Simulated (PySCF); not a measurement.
# Potential energy of TeSe along the bond

Set-up: Te cc-pVDZ-PP with ECP28, Se cc-pVDZ-PP with ECP10; scalar-relativistic core potentials (PySCF 2.14). Energies in eV from Te + Se in their ground configurations at the same level. State: ³Σ⁻ (triplet), unpaired electrons π ↑↑.

All columns are PBE0. A positive dipole means Te(−)Se(+).

```tsv
R (Å)	E (eV)	μ (D)	Mulliken charge on Te (basis-dependent)	HOMO (eV)	LUMO (eV)	Mayer bond order	⟨S²⟩
2.041	-1.565	-0.71	0.16	-5.87	-2.95	2.01	2.01
2.136	-2.516	-0.81	0.15	-6.07	-3.18	2.00	2.01
2.231	-3.026	-0.90	0.14	-6.26	-3.39	2.00	2.01
2.302	-3.201	-0.95	0.13	-6.40	-3.54	2.00	2.01
2.373	-3.246	-1.00	0.13	-6.52	-3.68	2.00	2.01
2.444	-3.195	-1.03	0.12	-6.64	-3.81	2.00	2.01
2.539	-3.019	-1.07	0.11	-6.78	-3.98	2.00	2.01
2.658	-2.687	-1.11	0.11	-6.93	-4.16	2.00	2.00
2.800	-2.202	-1.13	0.10	-6.93	-4.35	2.00	2.00
2.990	-1.510	-1.12	0.08	-6.73	-4.56	2.00	2.00
```

A fit through these points gives, at Re = 2.367 Å, μ = -0.99 D and dμ/dR = -0.583 D/Å; the reduced mass is 49.48 u.

**Question.** How strong is the fundamental in the double-harmonic approximation, I = 42.26·(dμ/dR)²/μred km/mol?

**Answer.** I = 42.26·(-0.583)²/49.48 = 0.290 km/mol at PBE0.

These are scalar-relativistic numbers at best; spin–orbit coupling would shift them, the dissociation energy most. The state is the lowest determinant that a PBE0 search found; another state may lie lower at other levels.
